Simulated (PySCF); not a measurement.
# Structure from 2D NMR

Compound of formula C7H10O2. Correlations simulated from computed shifts and the bond graph:

HSQC (one-bond C–H):
| δH | δC |
| --- | --- |
| 9.24 | 197.0 |
| 6.50 | 139.4 |
| 6.04 | 124.1 |
| 5.76 | 122.3 |
| 5.53 | 124.1 |
| 5.45 | 122.3 |
| 3.94 | 85.0 |
| 3.30 | 55.7 |

COSY cross peaks (H two or three bonds apart, from the bond graph; peaks can be absent where the dihedral angle is near 90°):
| δH | δH |
| --- | --- |
| 9.24 | 3.94 |
| 6.50 | 6.04 |
| 6.50 | 5.53 |
| 6.04 | 5.53 |
| 5.76 | 5.45 |

HMBC (two and three bonds, from the bond graph):
| δH | δC |
| --- | --- |
| 9.24 | 141.5, 85.0 |
| 6.50 | 141.5, 124.1, 122.3, 85.0 |
| 6.04 | 141.5, 139.4 |
| 5.76 | 141.5, 139.4, 85.0 |
| 5.53 | 141.5, 139.4 |
| 5.45 | 141.5, 139.4, 85.0 |
| 3.94 | 197.0, 141.5, 139.4, 122.3, 55.7 |
| 3.30 | 85.0 |

Carbons without hydrogens: δ 141.5.

Method: geometry: PBE0-D3(BJ)/def2-SVP, B97-2/pcSseg-1 with gauge-including orbitals, in PySCF 2.14.0 with density-fitted response routines (averaged over atoms made equivalent by symmetry, fast rotation or ring inversion, non-relativistic Hamiltonian, single conformer, no solvent).

Referencing at the same level of theory: $^{1}$H (σref 31.38) and $^{13}$C (σref 183.69) against TMS.

Exchangeable hydrogens are left out of these lists.

Assemble the structure.

Answers

`C=CC(=C)[C@H](C=O)OC`.

Numbering as in the mapped SMILES `[CH2:1]=[CH:2][C:3](=[CH2:4])[C@H:5]([CH:6]=[O:7])[O:8][CH3:9]`. Hydrogens are named by the atom that carries them. Ha(C4) is cis to C2; Ha(C1) is cis to C3; Hb(C4) is trans to C2; Hb(C1) is trans to C3.

- δC 197.0 is C6, an aldehyde carbonyl carbon (δH 9.24).
- δC 141.5 is C3, a fully substituted alkene carbon.
- δC 139.4 is C2, an alkene CH (δH 6.50).
- δC 124.1 is C1, a terminal =CH2 carbon (δH 6.04, 5.53).
- δC 122.3 is C4, a terminal =CH2 carbon (δH 5.45, 5.76).
- δC 85.0 is C5, an sp3 CH bonded to O, α to a carbonyl (δH 3.94).
- δC 55.7 is C9, a methyl carbon bonded to O (δH 3.30).
- HMBC from δH 9.24 reaches the proton-free carbon C3.
- HMBC from δH 6.50 reaches the proton-free carbon C3.
- HMBC from δH 6.04 reaches the proton-free carbon C3.
- HMBC from δH 5.76 reaches the proton-free carbon C3.
- COSY links 9.24–3.94, 6.50–6.04, 6.50–5.53, 6.04–5.53, 5.76–5.45.

The data come from this structure; uniqueness wasn't tested.

Shifts are as computed. Against solution values, carbons near 30 ppm lie about +1 ppm off and those near 130 ppm about +2 ppm. Of 1211 compounds with measured shifts, 218 miss one by over three times the rms of a fit or turn the order of signals round; such compounds aren't used in these exercises.
